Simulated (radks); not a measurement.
Exchange energies: the exact (Fock) value of the Kohn-Sham orbitals and density-functional approximations, in hartree. Species: Bi [Hg] 6p3; Sr+ [Kr] 5s1; Ag+ [Kr] 4d10. All-electron calculation, non-relativistic Kohn-Sham, PBE, spin-polarised, spherical densities, point nucleus. Program: a radial shooting solver on a logarithmic mesh with Libxc functionals. Every spin shell is full or empty, so the densities are truly spherical. Functionals are evaluated on that one density, not self-consistently.

\begin{tabular}{lrrr}
functional & Bi & Sr+ & Ag+ \\ \hline
exact & -366.134 & -101.776 & -143.764 \\
LDA & -352.38 & -96.244 & -136.63 \\
B88 & -366.29 & -101.83 & -143.83 \\
RPBE & -365.24 & -101.59 & -143.47 \\
PW91 & -366.23 & -101.78 & -143.78 \\
OPTX & -373.15 & -102.71 & -145.48 \\
WC & -363.83 & -100.80 & -142.52 \\
SOGGA & -359.56 & -99.221 & -140.44 \\
EV93 & -364.14 & -101.69 & -143.43 \\
TPSS & -364.47 & -101.63 & -143.42 \\
revTPSS & -362.78 & -100.92 & -142.49 \\
SCAN & -366.27 & -102.02 & -144.04 \\
r2SCAN & -365.41 & -101.73 & -143.66 \\
Tao-Mo & -363.02 & -101.06 & -142.65 \\
\end{tabular}
